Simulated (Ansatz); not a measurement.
Ansatz (an electronic-structure program) input (B3LYP-D3(BJ)/def2-TZVP):

Ansatz 0.2 input:
```yaml
crystal:
  periodic: [false, false, false]
  atoms:
    - {symbol: S, position_ang: [-0.00000000, -0.00000000, -0.57933392]}
    - {symbol: F, position_ang: [0.00000000, 0.00000000, 1.02992697]}
basis:
  gaussian:
    orbitals: def2-TZVP
hamiltonian:
  xc: b3lyp
  dispersion: d3bj
magnetization: {spin_polarized: true, initial_magnetization: 1}
phonons: {temperatures: {t_min: 298.15, t_max: 298.15, t_step: 100}}
```

Output:

```
Functional definition: B3LYP
integrals: 0.01 GiB planned
427 factors; their error is unknown
mean field: 0.17 GiB planned
mean field evaluation 1: about -13551.4678 eV, gradient 1.7e1 eV
mean field evaluation 2: about -13548.9238 eV, gradient 3.4e1 eV
mean field evaluation 4: about -13552.2667 eV, gradient 5.6e-1 eV
mean field evaluation 8: about -13552.2974 eV, gradient 9.3e-2 eV
mean field evaluation 16: about -13552.2974 eV, gradient 1.7e-5 eV
mean field -13552.29740684 eV, -498.0377436242 hartree, gradient 1.7e-5 eV, S^2 0.753939; 0 other end points of the search recorded, 0 dependent functions left out
the calculation of the forces begins
reference -13552.29755466 eV, -498.0377490565 hartree; 13, 12 occupied and 55, 56 virtual orbitals, 427 factors
these checks for a lower state are left out or cut short: stability, starts, cluster_reference, orbital_swaps, neighbouring_geometries, increment
integrals: 0.01 GiB planned
427 factors; their error is unknown
mean field: 0.17 GiB planned
mean field -13552.29740684 eV, -498.0377436242 hartree, gradient 7.6e-7 eV, S^2 0.753939; 0 other end points of the search recorded, 0 dependent functions left out
the calculation of the forces begins
reference -13552.29755466 eV, -498.0377490566 hartree; 13, 12 occupied and 55, 56 virtual orbitals, 427 factors
these checks for a lower state are left out or cut short: stability, starts, cluster_reference, orbital_swaps, neighbouring_geometries, increment
integrals: 0.01 GiB planned
427 factors; their error is unknown
mean field: 0.17 GiB planned
mean field -13552.29740684 eV, -498.0377436242 hartree, gradient 7.6e-7 eV, S^2 0.753939; 0 other end points of the search recorded, 0 dependent functions left out
the calculation of the forces begins
reference -13552.29755466 eV, -498.0377490566 hartree; 13, 12 occupied and 55, 56 virtual orbitals, 427 factors
these checks for a lower state are left out or cut short: stability, starts, cluster_reference, orbital_swaps, neighbouring_geometries, increment
integrals: 0.01 GiB planned
427 factors; their error is unknown
mean field: 0.17 GiB planned
mean field evaluation 32: about -13552.2680 eV, gradient 9.8e-2 eV
mean field -13552.29740684 eV, -498.0377436242 hartree, gradient 4.9e-7 eV, S^2 0.753939; 0 other end points of the search recorded, 0 dependent functions left out
the calculation of the forces begins
reference -13552.29755466 eV, -498.0377490566 hartree; 13, 12 occupied and 55, 56 virtual orbitals, 427 factors
these checks for a lower state are left out or cut short: stability, starts, cluster_reference, orbital_swaps, neighbouring_geometries, increment
integrals: 0.01 GiB planned
427 factors; their error is unknown
mean field: 0.17 GiB planned
mean field -13552.29740684 eV, -498.0377436242 hartree, gradient 4.9e-7 eV, S^2 0.753939; 0 other end points of the search recorded, 0 dependent functions left out
the calculation of the forces begins
reference -13552.29755466 eV, -498.0377490566 hartree; 13, 12 occupied and 55, 56 virtual orbitals, 427 factors
these checks for a lower state are left out or cut short: stability, starts, cluster_reference, orbital_swaps, neighbouring_geometries, increment
integrals: 0.01 GiB planned
427 factors; their error is unknown
mean field: 0.17 GiB planned
mean field -13552.29731154 eV, -498.0377401221 hartree, gradient 1.2e-6 eV, S^2 0.753940; 0 other end points of the search recorded, 0 dependent functions left out
the calculation of the forces begins
reference -13552.29745944 eV, -498.0377455571 hartree; 13, 12 occupied and 55, 56 virtual orbitals, 427 factors
these checks for a lower state are left out or cut short: stability, starts, cluster_reference, orbital_swaps, neighbouring_geometries, increment
integrals: 0.01 GiB planned
427 factors; their error is unknown
mean field: 0.17 GiB planned
mean field -13552.29731466 eV, -498.0377402367 hartree, gradient 2.0e-6 eV, S^2 0.753937; 0 other end points of the search recorded, 0 dependent functions left out
the calculation of the forces begins
reference -13552.29746240 eV, -498.0377456662 hartree; 13, 12 occupied and 55, 56 virtual orbitals, 427 factors
these checks for a lower state are left out or cut short: stability, starts, cluster_reference, orbital_swaps, neighbouring_geometries, increment
integrals: 0.01 GiB planned
427 factors; their error is unknown
mean field: 0.17 GiB planned
mean field evaluation 64: about -13552.2974 eV, gradient 8.9e-5 eV
mean field -13552.29740684 eV, -498.0377436242 hartree, gradient 7.6e-7 eV, S^2 0.753939; 0 other end points of the search recorded, 0 dependent functions left out
the calculation of the forces begins
reference -13552.29755466 eV, -498.0377490566 hartree; 13, 12 occupied and 55, 56 virtual orbitals, 427 factors
these checks for a lower state are left out or cut short: stability, starts, cluster_reference, orbital_swaps, neighbouring_geometries, increment
integrals: 0.01 GiB planned
427 factors; their error is unknown
mean field: 0.17 GiB planned
mean field -13552.29740684 eV, -498.0377436242 hartree, gradient 7.6e-7 eV, S^2 0.753939; 0 other end points of the search recorded, 0 dependent functions left out
the calculation of the forces begins
reference -13552.29755466 eV, -498.0377490566 hartree; 13, 12 occupied and 55, 56 virtual orbitals, 427 factors
these checks for a lower state are left out or cut short: stability, starts, cluster_reference, orbital_swaps, neighbouring_geometries, increment
integrals: 0.01 GiB planned
427 factors; their error is unknown
mean field: 0.17 GiB planned
mean field -13552.29740684 eV, -498.0377436242 hartree, gradient 4.9e-7 eV, S^2 0.753939; 0 other end points of the search recorded, 0 dependent functions left out
the calculation of the forces begins
reference -13552.29755466 eV, -498.0377490566 hartree; 13, 12 occupied and 55, 56 virtual orbitals, 427 factors
these checks for a lower state are left out or cut short: stability, starts, cluster_reference, orbital_swaps, neighbouring_geometries, increment
integrals: 0.01 GiB planned
427 factors; their error is unknown
mean field: 0.17 GiB planned
mean field -13552.29740684 eV, -498.0377436242 hartree, gradient 4.9e-7 eV, S^2 0.753939; 0 other end points of the search recorded, 0 dependent functions left out
the calculation of the forces begins
reference -13552.29755466 eV, -498.0377490566 hartree; 13, 12 occupied and 55, 56 virtual orbitals, 427 factors
these checks for a lower state are left out or cut short: stability, starts, cluster_reference, orbital_swaps, neighbouring_geometries, increment
integrals: 0.01 GiB planned
427 factors; their error is unknown
mean field: 0.17 GiB planned
mean field evaluation 96: about -13552.2973 eV, gradient 2.0e-6 eV
mean field -13552.29731466 eV, -498.0377402367 hartree, gradient 2.0e-6 eV, S^2 0.753937; 0 other end points of the search recorded, 0 dependent functions left out
the calculation of the forces begins
reference -13552.29746240 eV, -498.0377456662 hartree; 13, 12 occupied and 55, 56 virtual orbitals, 427 factors
these checks for a lower state are left out or cut short: stability, starts, cluster_reference, orbital_swaps, neighbouring_geometries, increment
integrals: 0.01 GiB planned
427 factors; their error is unknown
mean field: 0.17 GiB planned
mean field -13552.29731154 eV, -498.0377401221 hartree, gradient 1.2e-6 eV, S^2 0.753940; 0 other end points of the search recorded, 0 dependent functions left out
the calculation of the forces begins
reference -13552.29745944 eV, -498.0377455571 hartree; 13, 12 occupied and 55, 56 virtual orbitals, 427 factors
Total energy: -13552.31932803 eV, -498.0385492133 hartree
Atom 0 at    -0.000000    -0.000000    -0.579334 Å, force     0.000000     0.000000    -0.000003 eV/Å
Atom 1 at     0.000000     0.000000     1.029927 Å, force    -0.000000    -0.000000     0.000003 eV/Å
Dipole moment:    -0.000000    -0.000000    -0.187667 e Å
Vibrations: 826.94 cm⁻¹, zero-point energy 0.051264 eV
```
